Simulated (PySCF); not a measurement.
## Unknown compound

The spectra below were simulated for a compound C$_{8}$H$_{16}$OSi.

$^{1}$H NMR (300 MHz, computed): δ 4.78 (s, 3H), 2.16 (m, 1H), 1.91 (m, 2H), 1.86 (m, 2H), 1.62 (m, 2H), 1.43 (m, 2H), 1.31 (m, 2H), 1.02 (m, 2H).

$^{13}$C{$^{1}$H} NMR (computed): δ 94.1 (C), 55.1 (CH), 40.6 (CH2, 2C), 35.4 (CH2, 2C), 27.8 (CH2, 2C).

Isolated molecule, relativity neglected, a single conformation, equivalent nuclei averaged. Shielding tensors at PBE0/pcSseg-1 (GIAO); PBE0-D3(BJ)/def2-SVP structure; PySCF 2.14.

Scale: TMS for $^{1}$H and $^{13}$C (reference shieldings calculated alike).

Question: What is the structure?

Answer: 
The formula gives 2 degrees of unsaturation (2 rings in the answer). 5 carbon signals for 8 carbons: some carbons are equivalent by symmetry or fast rotation. Carbon types of the structure: 1 × C, 1 × CH, 6 × CH2, leaving 3 H on heteroatoms. δC 94.1: fully substituted sp3 carbon bonded to O; pulled downfield by the heteroatom. δC 55.1: sp3 CH in a ring. δC 40.6, 35.4, 27.8: sp3 CH2 in a ring; aliphatic region, no heteroatom directly attached. δH 4.78: hydrogen on a silicon bonded to O. δH 2.16: hydrogen on an sp3 CH in a ring. δH 1.91, 1.86, 1.62, 1.43, 1.31, 1.02: hydrogen on an sp3 CH2 in a ring.

Structure: `[SiH3]O[C@]12CCC[C@H]1CCC2`.

The shifts were computed for this structure.

Shifts are as computed. Against solution values, carbons near 30 ppm lie about +2 ppm off and those near 130 ppm about +5 ppm. Of 1211 compounds with measured shifts, 218 miss one by over three times the rms of a fit or turn the order of signals round; such compounds aren't used in these exercises. No couplings were computed; multiplicities are counted from neighbouring protons, with m where these are inequivalent, close in shift, in a saturated or five-membered ring or joined by F or P, and br s for small geminal =CH2 splittings.
